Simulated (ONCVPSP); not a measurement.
LDA (Perdew-Wang 92) ONCV dataset for bromine, scalar-relativistic all-electron reference.

ONCVPSP 4.0.1 input, shortened (lines: element, Z, core and valence counts, functional; n l f; lmax; l rc ep ncon nbas qcut; lloc lpopt rc5 dvloc0; l nproj debl; icmod fcfact rcfact), LDA (Perdew-Wang 92), scalar-relativistic:

```
  Br 35.00    3    5  -001012      upf
    1    0    2.00
    2    0    2.00
    2    1    6.00
    3    0    2.00
    3    1    6.00
    3    2   10.00
    4    0    1.75
    4    1    5.25
    2
    0    1.05    0.00    4    8   13.20
    1    1.05    0.00    3    7   14.90
    2    1.34    0.00    5    9   13.10
    4    5    0.90    0.00
    0    2    0.50
    1    2    0.90
    2    2    0.30
    3    2.75    1.60
```

In the d channel the program set the typed energies aside and used -2.476, 0.250 Ha.

Poles of the logarithmic derivatives, all-electron (AE) and pseudo (PS). s: poles at -8.2 (AE) and -8.2 (PS) Ha. p: poles at -5.8 (AE) and -5.8 (PS) Ha. d: poles at -2.3 (AE) and -2.3 (PS) Ha. Test radii: s 1.07, p 1.07, d 1.36 bohr.

* Cutoffs needed: 72 Ha and 84 Ha (the cutoffs (Ha) at which the residual kinetic energy of the hardest occupied pseudo-wave falls to 1 and 0.1 mHa per electron)
* Ghost test: no bound ghost flagged; no localised positive-energy state flagged
* Largest excitation error: -20 meV (all-electron minus pseudo) for 3s2 3p6 3d10 4s2 4p1, out of 4 test configurations
* rms error of d²Exc/dni dnj: 3.61 mHa without and 1.06 mHa with the model core
